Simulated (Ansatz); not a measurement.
Species: [W(F)6] (charge 0, multiplicity 1), formula F₆W.

Task: How many basis functions does frozen-core CCSD(T)/def2-TZVPP // BP86-D3(BJ)/def2-SVP in Ansatz (a quantum-chemistry and plane-wave program) use, how many core orbitals are frozen, and how many electrons are correlated?

Result: 242 basis functions and 6 frozen orbitals, which leaves 56 correlated electrons. Core time is of the order of minutes.
